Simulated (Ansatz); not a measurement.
Wavefunction ladder for C₃H₇BS

```xyz
12

B     0.856    1.672    0.129
C     0.337    0.910    1.386
S    -0.844    0.553    0.022
C    -0.242   -0.988   -0.563
C    -1.038   -1.890   -1.115
H     1.697    1.173   -0.561
H     0.553    2.821   -0.015
H    -0.201    1.433    2.172
H     0.787   -0.014    1.738
H     0.832   -1.118   -0.482
H    -2.109   -1.741   -1.198
H    -0.628   -2.811   -1.512
```

Total charge 0; spin multiplicity 1. The bonds changed during the relaxation, so this is another structure than the one it started from. Geometry: relaxed with PBE0-D4/def2-TZVP. It is one conformer, not always the lowest. Frozen core, restricted reference, the Gaussian-basis code of Ansatz. CBS rows extrapolate triple and quadruple zeta; past MP2 they add the triple-zeta difference.

| basis | HF (Eh) | MP2 corr. | CCSD corr. | (T) | CCSD(T) total |
| --- | --- | --- | --- | --- | --- |
| def2-SVP | -539.60948 | -0.63673 | -0.69573 | -0.02538 | -540.33059 |
| def2-TZVPP | -539.90846 | -0.79006 | -0.83988 | -0.04010 | -540.78844 |
| def2-QZVPP | -539.92625 | -0.84373 | – | – | – |
| CBS(def2) | -539.92870 | -0.88349 | -0.93330 | as TZ | -540.90210 |
